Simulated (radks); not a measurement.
Species: Mn12+. Configuration: [Ne] 3s2 3p1.

All-electron calculation, scalar-relativistic Kohn-Sham, PBEsol, spin-polarised, spherical densities, finite nucleus; open shells are filled with parallel spins first; Fermi nuclear charge, rms radius 3.7057 fm. Program: a radial shooting solver on a logarithmic mesh with Libxc functionals.

Energy parts (eV):
total: -29833.134
kinetic: 30188.128
electron-nucleus: -66562.588
Hartree: 7655.923
exchange-correlation: -1114.597

Orbitals (lengths in bohr, moments of r in powers of bohr; r(90%) holds 90 % of the orbital's charge):
orbital,occ.,eigenvalue (eV),r(90%),<1/r>
1s up,1,-6769.625,0.109,24.91
1s down,1,-6768.888,0.109,24.91
2s up,1,-1075.279,0.429,5.349
2s down,1,-1074.590,0.428,5.351
2p up,3,-964.5427,0.399,5.248
2p down,3,-963.6284,0.399,5.248
3s up,1,-360.9886,1.06,1.969
3s down,1,-357.0946,1.07,1.966
3p up,1,-327.8334,1.08,1.894
3p down,0,-324.0102,1.08,1.891

The highest occupied level is 3p up at -327.83 eV. The spin density at the nucleus is -0.5764 e/bohr^3 (1s -0.8230, 2s -0.0837, 3s 0.3303).
